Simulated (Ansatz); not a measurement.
Cost and result up the ladder for the cluster Cs3Ge3Br9 (15 atoms). The state is a singlet with charge 0. Geometry: PBE-D4/def2-SVP.

```tsv
atom	x (Å)	y (Å)	z (Å)
Cs1	2.021	-1.786	-0.546
Cs2	-4.943	-1.474	-1.744
Cs3	2.281	3.565	-0.806
Ge4	-1.444	1.373	-0.988
Ge5	-1.781	-1.423	1.256
Ge6	3.839	0.798	2.313
Br7	-3.289	1.482	-2.704
Br8	-4.082	-2.432	1.549
Br9	-1.214	3.864	-0.695
Br10	-0.329	-3.225	2.082
Br11	1.377	1.065	1.705
Br12	0.535	1.047	-2.586
Br13	4.657	0.923	-0.114
Br14	3.911	-1.649	2.527
Br15	-1.538	-2.127	-1.249
```

Ansatz on 2 threads of AMD EPYC 7R13 on a shared host and a share (18 GiB) of an NVIDIA H100 80GB HBM3. Times are rough, and most runs start from the orbitals of an earlier one. PBE0-D4/def2-TZVP serves as the yardstick here, not as an exact answer. Differences are given only for rows in sets of like size (and for xTB, whose basis is part of the method), since another set adds its own error. Binding counts from free atoms at the same level (Cs doublet, Ge triplet, Br doublet; other spins of the atoms weren't run), without zero-point energy or a counterpoise term.

In the def2 sets Cs takes a core potential; there is no spin–orbit coupling. Correlated methods freeze 108 core orbitals; core or outer-core shells of Cs, Ge, Br are correlated, in sets that lack core-valence functions. The rows differ in basis, and correlated rows in double-zeta sets carry the largest basis error. Single mean-field runs in def2-SVP, def2-TZVP are fitted with def2-universal-jkfit. Another isomer (singlet) lies 0.04 eV lower at PBE-D4/def2-SVP; other spin states weren't run for this one.

Correlated methods converge slowly with the basis, most of all in double-zeta sets.

```csv
level,functions,binding energy per atom (eV),difference from PBE0-D4/def2-TZVP (eV)
RPA@PBE/def2-SVP,456,2.19,–
r2SCAN-D4/def2-TZVP,663,2.81,0.05
PBE-D4/def2-SVP,456,2.86,–
LDA (SPW92)/def2-TZVP,663,3.16,0.39
MP2/def2-SVP,456,2.62,–
PBE0-D4/def2-SVP,456,2.79,–
PBE-D4/def2-TZVP (with forces),663,2.83,0.06
PBE0-D4/def2-TZVP,663,2.77,0.00
```

Q: Estimate how long each takes.

A: PBE-D4/def2-SVP 4.5 s; LDA (SPW92)/def2-TZVP 4.7 s; PBE0-D4/def2-SVP 6 s; r2SCAN-D4/def2-TZVP 7.5 s; PBE0-D4/def2-TZVP 8 s; PBE-D4/def2-TZVP (with forces) 8 s; MP2/def2-SVP 10 s; RPA@PBE/def2-SVP 11 s. On shared hardware such times vary by a factor of up to 3.
